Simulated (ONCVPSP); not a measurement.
What one change does to a pseudopotential (ruthenium (Ru), ONCV)

* Element: ruthenium (Ru)
* Generator: ONCVPSP 4.0.1
* Type: optimised norm-conserving Vanderbilt (ONCV)
* Functional: LDA (Perdew-Zunger)
* Relativity: scalar-relativistic
* Frozen core: [Ar] 3d10
* Valence charge: 16
* Reference configuration: 4s2 4p6 4d7 5s1
* Partial waves: 4s+5s: rc 1.65 bohr, ncon 4, nbas 7, qcut 5.5 1/bohr, 2 projectors; 4p: rc 1.80 bohr, ncon 4, nbas 7, qcut 6.7 1/bohr, 3 projectors, debl 4 Ha; 4d: rc 1.65 bohr, ncon 4, nbas 8, qcut 9.7 1/bohr, 1 projector
* Local potential: polynomial inside 1.45 bohr (lpopt 5, dvloc0 0 Ha)
* Core correction: Teter function, fcfact 4, rcfact 1.75

All-electron outer shells of the reference configuration (LDA (Perdew-Zunger), scalar-relativistic, ld1.x):

```tsv
shell	level (eV)	outermost node (bohr)	outermost maximum (bohr)
3d	-273.50	–	0.30
4s	-76.44	0.48	0.91
4p	-46.53	0.49	0.98
4d	-5.40	0.48	1.21
5s	-4.52	1.24	2.73
```

Change: fully relativistic.

Cutoffs: the cutoffs (Ha) at which the residual kinetic energy of the hardest occupied pseudo-wave falls to 1 and 0.1 mHa per electron; they do not see the model core or the augmentation charge, which bear on the density cutoff. Errors are all-electron minus pseudo energies relative to the spin-unpolarised reference configuration.

Problem. What does the change do?

Solution. The potential gets neither clearly harder nor softer (26 Ha and 42 Ha → 27 Ha and 42 Ha); of the 4 tests that both files solve, the error grows in 0 and shrinks in 4 by more than 15 % and 0.3 meV (median size 3.7 → 0.9 meV); neither file shows a bound ghost.

| quantity | base | changed |
| --- | --- | --- |
| cutoff, loose | 26 Ha | 27 Ha |
| cutoff, tight | 42 Ha | 42 Ha |
| loose cutoff by channel | s 15 Ha, p 15 Ha, d 26 Ha | s 15 Ha, p 16 Ha, d 27 Ha |
| bound ghosts | none | none |
| GHOST(+) flags under 300 eV | none | none |
| error for 4s2 4p6 4d7 5s0, meV [ΔE 7.61 eV] | -2.8 | -1.4 |
| error for 4s2 4p6 4d6 5s0, meV [ΔE 26.05 eV] | -2.6 | -0.1 |
| error for 4s2 4p6 4d5 5s0, meV [ΔE 56.90 eV] | -4.9 | +0.5 |
| error for 4s2 4p6 4d8 5s0, meV [ΔE -0.27 eV] | -4.5 | -2.9 |
| s: phases at 1.67 bohr within 0.05 rad from the reference energy up to (Ha; the scan ends near 5) | to the end of the scan | to the end of the scan |
| rms error of d²Exc/dni dnj with the model core, mHa | 2.88 | 2.01 |
